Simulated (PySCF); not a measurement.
## A small calculation by hand: oscillator strength and radiative lifetime

C3H5ClGeO, SMILES C=[C](Cl)[GeH2][CH]=O.

Coordinates come from a B3LYP-D3(BJ)/def2-SVP optimisation. This is a generated structure with no PubChem entry under its InChIKey; it may be hypothetical. Other conformers were not sampled.

TDA-LC-ωPBE/def2-SVPD run with PySCF puts the first singlet state with f over 0.02 at 6.70 eV (vertical), with the transition dipole (-0.736, -0.293, -0.137) in atomic units.

### Question
Find the oscillator strength, the wavelength and the radiative lifetime that this transition would have in vacuum if emission retraced absorption.

### Answer

|μ|² = 0.6463 au, so |μ| = 2.04 D. ΔE = 6.70/27.211 = 0.2462 hartree. f = (2/3) ΔE |μ|² = 0.106 (the program prints 0.106).
λ = 1239.84/6.70 = 185 nm; ν = 54039 cm⁻¹.
Einstein's coefficient A = 0.6670 ν² f s⁻¹ (ν in cm⁻¹) = 2.1e8 s⁻¹, so τ = 1/A = 4.8 ns. This state is S2; the lower singlet has f = 0.002. The figure is the radiative limit of this one transition; relaxation, internal conversion, crossing to triplets and a medium change what is measured.
